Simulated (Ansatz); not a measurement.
**Cost against result**

Saddle point of SiH$_{2}$S$_{2}$F$_{2}$, singlet (SiH₂S₂F₂ ([F][Si]([F])([SH])[SH]) → SiSF₂ ([F][Si]([F])[S]) + H₂S (still joined by a long Si–S bond); bonds formed: S2–H4; bonds broken: S3–H4; bonds weakened to dative contacts: Si1–S2), PBE0-D4/def2-TZVP structure:

```xyz
7
angstrom
Si -0.5029 -0.2446 0.6089
S 0.8664 -0.3512 -1.2561
S -1.4319 1.4366 0.1066
H -0.0737 0.7958 -1.2033
F -1.2176 -1.6546 0.5898
F 0.5186 -0.3422 1.8148
H 1.8411 0.3605 -0.6609
```

Barriers are electronic and count from the start structure reached by relaxing down the imaginary mode.

Program: Ansatz 0.2.0. Basis: as named in each row. Cores are frozen in the correlated methods. B3LYP uses VWN-RPA correlation. Extrapolation: Hartree–Fock as exp(−7.88 √X), correlation as X^−2.97.

Times are rough, for one single point on 4 threads of a shared host (Arm Neoverse V2).

The estimate by CCSD(T) at an estimated basis limit (MP2 extrapolated from triple and quadruple zeta, plus CCSD(T) − MP2 in triple zeta) is 37.86 kcal/mol.

| method | basis | time (s) | barrier (kcal/mol) | method less estimate |
| --- | --- | --- | --- | --- |
| HF | STO-3G | under 1 | 84.20 | 46.34 |
| PBE-D4 | STO-3G | under 1 | 44.91 | 7.05 |
| SPW92 | def2-SVP | under 1 | 27.09 | -10.77 |
| PBE-D4 | def2-SVP | under 1 | 29.95 | -7.91 |
| B3LYP-D4 | 6-31G | under 1 | 37.91 | 0.04 |
| PBE0-D4 | def2-SVP | under 1 | 34.49 | -3.38 |
| SPW92 | def2-TZVPP | 1 | 27.71 | -10.15 |
| PBE-D4 | def2-TZVPP | 2 | 30.34 | -7.52 |
| BLYP-D4 | def2-TZVPP | 2 | 32.74 | -5.12 |
| B3LYP-D4 | def2-TZVPP | 2 | 36.11 | -1.75 |
| CCSD(T) | def2-SVP | 2 | 40.37 | 2.51 |
| BHLYP-D4 | def2-TZVPP | 2 | 41.07 | 3.21 |
| PBE0-D4 | def2-TZVPP | 2 | 34.57 | -3.29 |
| CAM-B3LYP-D4 | def2-TZVPP | 3 | 38.75 | 0.89 |
| RPA on PBE | def2-TZVPP | 4 | 38.23 | 0.37 |
| r2SCAN-D4 | def2-TZVPP | 4 | 33.56 | -4.30 |
| wB97M-V | def2-SVP | 4 | 37.39 | -0.47 |
| r2SCAN0-D4 | def2-TZVPP | 4 | 36.34 | -1.52 |
| B2PLYP | def2-TZVPP | 4 | 37.10 | -0.76 |
| PBE-QIDH | def2-TZVPP | 4 | 37.30 | -0.56 |
| wB97X-V | def2-TZVPP | 6 | 39.38 | 1.52 |
| B97M-V | def2-TZVPP | 7 | 35.82 | -2.04 |
| wB97M-V | def2-TZVPP | 8 | 37.83 | -0.03 |
| MP2 | def2-QZVPP | 18 | 36.24 | -1.62 |
| CCSD(T) | def2-TZVPP | 85 | 38.55 | 0.69 |

All methods are single points on the PBE0-D4 structures.

No T1 diagnostic of these runs exceeds 0.014.

Labels in which every atom is bracketed show which atoms are joined, not bond orders.
